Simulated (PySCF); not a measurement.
Which method gave which barrier?

Saddle point of AlNH4F2, singlet (AlHF₂ ([F][AlH][F]) + NH₃ → AlNH₂F₂ ([NH2][Al]([F])[F]) + H₂; bonds formed: H2–H5; dative contacts that become bonds: Al1–N6; bonds broken: Al1–H2, H5–N6), PBE0-D4/def2-TZVP structure:

```
atom    x (Å)    y (Å)    z (Å)
 Al1  -0.5283  -0.6980   0.1058
  H2  -1.0934   0.5392  -1.0455
  F3  -0.1861  -2.0701  -0.7336
  F4  -1.5504  -0.7076   1.3938
  H5  -0.2084   0.8563  -0.6795
  N6   0.8526   0.5417   0.2010
  H7   1.7504   0.3785  -0.2359
  H8   0.9632   1.1599   0.9939
```

PySCF 2.14 with density fitting (its default auxiliary sets; JK sets also for MP2 and CCSD(T)); basis: def2-TZVPP, with def2-QZVPP for the basis limit; cores frozen in the correlated methods. Extrapolation: Hartree–Fock as exp(−7.88 √X), correlation as X^−2.97. Four methods, as single points on the PBE0-D4 structures, gave these electronic barriers from the start structure: 125.9, 132.7, 164.2, 198.7 kJ/mol.

Q: The methods were, in alphabetical order, BHLYP-D4, HF, PBE-D4, r2SCAN-D4. Which gave which? (A judgement: the text doesn't fix the answer.)

A: Computed: PBE-D4 125.9; r2SCAN-D4 132.7; BHLYP-D4 164.2; HF 198.7 kJ/mol. For comparison, CCSD(T) at an estimated basis limit (MP2 extrapolated from triple and quadruple zeta, plus CCSD(T) − MP2 in triple zeta) gives 153.0 kJ/mol.

T1 diagnostic: at most 0.013.

The step is the kind of exchange with an N–H group that builds nitride films in atomic layer and chemical vapour deposition.

Labels in which every atom is bracketed show which atoms are joined, not bond orders.

For scale, one of the runs: CCSD(T)/def2-TZVPP, 191 basis functions, launched by `OMP_NUM_THREADS=4 python run.py`. Hardware: 4 CPU threads of an Arm Neoverse V2, shared host. Wall time 5.9 min; peak host memory 2.4 GiB.
